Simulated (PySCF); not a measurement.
# Charge on either side of a bond

Compound: C₄H₉ClO₂SSi.
Atom-mapped SMILES: `[CH2:1]=[CH:2][C@@H:3]([SiH3:4])[CH2:5][S:6](=[O:7])(=[O:8])[Cl:9]` (hydrogens: H10, H11 on C1; H12 on C2; H13 on C3; H14, H15, H16 on Si4; H17, H18 on C5)

Cartesian coordinates in Å at the GFN2-xTB level; atoms count from 1:
```
atom  x, y, z in Å
C1    -2.4779   -1.3754    0.3581
C2    -1.5378   -0.5141    0.7019
C3    -0.2892   -0.2626   -0.0814
Si4   -0.4095    1.4100   -1.0413
C5     0.9181   -0.2757    0.8288
S6     2.2988    0.1978   -0.2138
O7     2.3714   -0.6194   -1.3787
O8     2.3400    1.6175   -0.3681
Cl9    3.9025   -0.2918    0.9432
H10   -2.3889   -1.9871   -0.5241
H11   -3.3757   -1.5012    0.9377
H12   -1.6512    0.0908    1.5918
H13   -0.1638   -1.0588   -0.8198
H14   -1.8076    1.4351   -1.4916
H15   -0.2075    2.5051   -0.0959
H16    0.4492    1.4218   -2.2143
H17    0.8738    0.4716    1.6162
H18    1.1467   -1.2572    1.2398
```

Atomic charges (e) from the PBE0/pcSseg-1 density (PySCF):

```json
{"atom": "C1", "Mulliken": "-0.1188", "IAO": "-0.3162", "Hirshfeld": "-0.0950", "ESP-fitted": "-0.4542"}
{"atom": "C2", "Mulliken": "-0.1765", "IAO": "-0.1332", "Hirshfeld": "-0.0359", "ESP-fitted": "-0.1333"}
{"atom": "C3", "Mulliken": "-0.5801", "IAO": "-0.3792", "Hirshfeld": "-0.1073", "ESP-fitted": "+0.1520"}
{"atom": "Si4", "Mulliken": "+0.5291", "IAO": "+0.5811", "Hirshfeld": "+0.2832", "ESP-fitted": "+0.2341"}
{"atom": "C5", "Mulliken": "-0.2316", "IAO": "-0.4330", "Hirshfeld": "-0.0690", "ESP-fitted": "-0.6946"}
{"atom": "S6", "Mulliken": "+0.9107", "IAO": "+1.9607", "Hirshfeld": "+0.5288", "ESP-fitted": "+0.7537"}
{"atom": "O7", "Mulliken": "-0.4617", "IAO": "-0.8298", "Hirshfeld": "-0.2666", "ESP-fitted": "-0.3876"}
{"atom": "O8", "Mulliken": "-0.4657", "IAO": "-0.8265", "Hirshfeld": "-0.2507", "ESP-fitted": "-0.3779"}
{"atom": "Cl9", "Mulliken": "-0.1283", "IAO": "-0.2719", "Hirshfeld": "-0.0663", "ESP-fitted": "-0.0887"}
{"atom": "H10", "Mulliken": "+0.1148", "IAO": "+0.1495", "Hirshfeld": "+0.0502", "ESP-fitted": "+0.1865"}
{"atom": "H11", "Mulliken": "+0.1233", "IAO": "+0.1586", "Hirshfeld": "+0.0523", "ESP-fitted": "+0.1949"}
{"atom": "H12", "Mulliken": "+0.1122", "IAO": "+0.1424", "Hirshfeld": "+0.0472", "ESP-fitted": "+0.1499"}
{"atom": "H13", "Mulliken": "+0.1759", "IAO": "+0.1625", "Hirshfeld": "+0.0436", "ESP-fitted": "+0.1128"}
{"atom": "H14", "Mulliken": "-0.0828", "IAO": "-0.1216", "Hirshfeld": "-0.0871", "ESP-fitted": "-0.1025"}
{"atom": "H15", "Mulliken": "-0.0523", "IAO": "-0.1084", "Hirshfeld": "-0.0752", "ESP-fitted": "-0.0397"}
{"atom": "H16", "Mulliken": "-0.0365", "IAO": "-0.0926", "Hirshfeld": "-0.0705", "ESP-fitted": "-0.0207"}
{"atom": "H17", "Mulliken": "+0.1829", "IAO": "+0.1783", "Hirshfeld": "+0.0616", "ESP-fitted": "+0.2541"}
{"atom": "H18", "Mulliken": "+0.1854", "IAO": "+0.1792", "Hirshfeld": "+0.0566", "ESP-fitted": "+0.2613"}
```

Question: Cut each of the bonds C1–C2, C2–C3, Si4–C3, C5–C3 and S6–C5 in turn and sum the charges on the side of the atom named first.

Answer: In e; the other side holds the opposite charge:

| bond cut | piece | atoms | Mulliken | IAO | Hirshfeld | ESP-fitted |
| --- | --- | --- | --- | --- | --- | --- |
| C1–C2 | CH2 | 3 | +0.119 | -0.008 | +0.007 | -0.073 |
| C2–C3 | C2H3 | 5 | +0.055 | +0.001 | +0.019 | -0.056 |
| Si4–C3 | SiH3 | 4 | +0.358 | +0.258 | +0.050 | +0.071 |
| C5–C3 | CH2ClO2S | 7 | -0.008 | -0.043 | -0.006 | -0.280 |
| S6–C5 | SClO2 | 4 | -0.145 | +0.033 | -0.055 | -0.100 |

Extremes among these pieces. Mulliken: lowest SClO2 at S6, highest SiH3 at Si4; IAO: lowest CH2ClO2S at C5, highest SiH3 at Si4; Hirshfeld: lowest SClO2 at S6, highest SiH3 at Si4; ESP-fitted: lowest CH2ClO2S at C5, highest SiH3 at Si4.

Question: Do the schemes agree better on the pieces than on the single atoms at the cuts?

Answer: The spread between schemes averages 0.212 e for the pieces and 0.581 e for the atoms named first; it is smaller for the piece at 5 of the 5 cuts. On average they agree better on the pieces. The sign differs between schemes (beyond ±0.03 e) for CH2 at C1, C2H3 at C2 and SClO2 at S6.

Geometry: GFN2-xTB, one conformer, isolated molecule.

The run behind these numbers computed NMR shieldings as well. Time: 59 s of wall time (with the writing of density and orbital grids); peak memory 0.95 GiB. Hardware: Arm Neoverse V1, one thread, on a shared host.
